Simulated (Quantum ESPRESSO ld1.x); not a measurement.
Results of a calculation; reference values are marked as such.
Question: Mean orbital radii <r> (bohr) of the tantalum ion Ta33+, [Kr] 4d4, of relativity; Dirac values are averaged over j with weights 2j + 1. Spin-unpolarised spherical Kohn-Sham, LDA (Slater exchange, Perdew-Zunger correlation), point nucleus, ld1.x of Quantum ESPRESSO 7.5. A level marked "c x" has the speed of light scaled by that factor and shares open shells by 2j + 1; other Dirac levels either fill j = l - 1/2 first or share by 2j + 1.

| shell | non-rel. |
|---|---|
| 1s | 0.02077 |
| 2s | 0.08776 |
| 2p | 0.07424 |
| 3s | 0.2212 |
| 3p | 0.2110 |
| 3d | 0.1849 |
| 4s | 0.4491 |
| 4p | 0.4473 |
| 4d | 0.4383 |
| 5s (empty) | 0.7767 |
| 5p (empty) | 0.7848 |

Give the values at the level "Dirac, c x 10".

Answer: 
shell       Dirac, c x 10  change of magnitude (%)
1s                0.02075                    -0.09
2s                0.08767                    -0.10
2p                0.07420                    -0.05
3s                 0.2210                    -0.08
3p                 0.2109                    -0.04
3d                 0.1849                    -0.01
4s                 0.4488                    -0.06
4p                 0.4471                    -0.03
4d                 0.4383                    -0.01
5s (empty)         0.7763                    -0.05
5p (empty)         0.7846                    -0.02
